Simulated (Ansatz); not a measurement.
Hf(F)2(SH)2 (F₂H₂HfS₂), SMILES [F][Hf]([F])([SH])[SH], multiplicity 1.

Geometry: B3LYP-D3(BJ)/def2-SVP. The geometry has at least one imaginary mode, so it is a saddle point at that level. The spin state was assumed, not searched. The def2 effective core potentials stand for the cores of Hf; spin–orbit coupling is left out. The values are those of a single conformer.

Two levels are set side by side: PBE/def2-SVPD (Ansatz, a program for electronic structure) and PBE0/def2-SVPD (Ansatz). Energy differences of separate SCF runs at the same geometry; the states with an electron removed or added have multiplicity 2 and 2. Differences are taken from unrounded values.

```tsv
quantity	PBE0	PBE	PBE minus PBE0
vertical ionisation energy (eV)	10.13	9.72	-0.41
vertical electron affinity (eV)	0.79	0.70	-0.09
vertical singlet–triplet gap (eV)	4.09	3.81	-0.28
```
